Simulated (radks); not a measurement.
Results of a calculation; reference values are marked as such.
Q: V+, configuration [Ar] 3d4. Code: a radial shooting solver on a logarithmic mesh with Libxc functionals. Model: Dirac Kohn-Sham, PBEsol, spin-unpolarised, spherical densities, finite nucleus; open shells fill j = l - 1/2 first; Fermi nuclear charge, rms radius 3.6002 fm. Some entries of the table are withheld. Estimate them.

orbital,occ.,eigenvalue (Ry),<r> (bohr),<1/r> (bohr^-1)
1s1/2,2,-393.9804,0.06649,22.82
2s1/2,2,-44.38295,0.3083,4.809
2p1/2,2,-37.45365,(1),(2)
2p3/2,4,-36.93235,(3),(4)
3s1/2,2,(5),0.9566,1.476
3p1/2,2,-3.49370,(6),1.345
3p3/2,4,-3.43401,(7),1.331
3d3/2,4,-0.65824,1.545,0.9091
3d5/2,0,-0.65395,1.552,0.9053

A: 
(1) 2p1/2 <r> (bohr): 0.2723
(2) 2p1/2 <1/r> (bohr^-1): 4.747
(3) 2p3/2 <r> (bohr): 0.2751
(4) 2p3/2 <1/r> (bohr^-1): 4.681
(5) 3s1/2 eigenvalue (Ry): -5.35643
(6) 3p1/2 <r> (bohr): 1.025
(7) 3p3/2 <r> (bohr): 1.034
